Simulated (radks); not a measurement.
Task: All-electron atom: Nb IX in [Ar] 3d10 4s2 4p3. Method: scalar-relativistic Kohn-Sham, exchange-only LDA, spin-polarised, spherical densities, point nucleus; open shells are filled with parallel spins first (spin-orbit coupling, left out, can overturn this in heavy ions); computed with a radial shooting solver on a logarithmic mesh with Libxc functionals. Some entries of the table are withheld. Estimate them.

orbital  occ.  eigenvalue (eV)  r(max) (bohr)  <r> (bohr)
1s up       1        -18915.06        0.02352     0.03613
1s down     1        -18914.40        0.02352     0.03613
2s up       1        -2759.933         0.1333      0.1582
2s down     1        -2759.486         0.1333      0.1582
2p up       3        -2480.679         0.1064      0.1378
2p down     3        -2480.065         0.1064      0.1378
3s up       1        -567.1756         0.3955      0.4431
3s down     1        -566.3049         0.3956      0.4426
3p up       3        -475.8154            (1)      0.4450
3p down     3        -474.8470            (2)      0.4443
3d up       5              (3)         0.3327      0.4303
3d down     5              (4)         0.3326      0.4289
4s up       1              (5)         0.9940       1.071
4s down     1              (6)         0.9887       1.070
4p up       3        -149.7965          1.056       1.146
4p down     0        -144.0511          1.052       1.148

Result: 
(1) 3p up r(max) (bohr): 0.3888
(2) 3p down r(max) (bohr): 0.3889
(3) 3d up eigenvalue (eV): -326.0811
(4) 3d down eigenvalue (eV): -325.0479
(5) 4s up eigenvalue (eV): -176.6711
(6) 4s down eigenvalue (eV): -170.9464
